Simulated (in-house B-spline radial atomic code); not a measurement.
# I⁴⁺: 2s2 2p6 3s2 3p6 3d10 4s2 4p6 4d10 5s2 5p3 (with a hole in an inner shell)

Level of theory: Dirac-Kohn-Sham relativistic LDA, spherical fractional occupations, Fermi nucleus of rms radius 4.75 fm; calculated with an all-electron radial atomic-structure program (B-spline basis).

Effective charges: Z_r = [3n² - l(l+1)]/(2<r>) from the radius, Z_e = n√(-2ε) from the energy, and Slater's rules. Values are occupation-weighted means over j.

```
shell  electrons   ε (eV)  <r> (bohr)    Z_r    Z_e  Slater
   2s          2  -5502.1      0.1139  52.70  40.22   50.55
   2p          6  -5052.8     0.09859  50.71  38.54   50.55
   3s          2  -1181.2      0.3034  44.50  27.95   43.75
   3p          6  -1021.1       0.298  41.95  25.99   43.75
   3d         10  -754.11      0.2736  38.38  22.33   33.85
   4s          2  -257.26      0.7033  34.12  17.39   27.25
   4p          6  -203.55      0.7402  31.07  15.47   27.25
   4d         10  -118.11      0.8306  25.28  11.79   15.85
   5s          2  -65.385       1.655  22.66  10.96   10.30
   5p          3  -51.234       1.852  19.71   9.70   10.30
```

The least bound orbital is 5p3/2 at -50.53 eV, and it is also the most diffuse (<r> = 1.872 bohr).

Spin-orbit splittings of the orbital energies (j = l + 1/2 above j = l - 1/2 when positive): 2p 334.4 eV, 3p 64.04 eV, 3d 14.3 eV, 4p 13.23 eV, 4d 2.324 eV, 5p 2.116 eV.
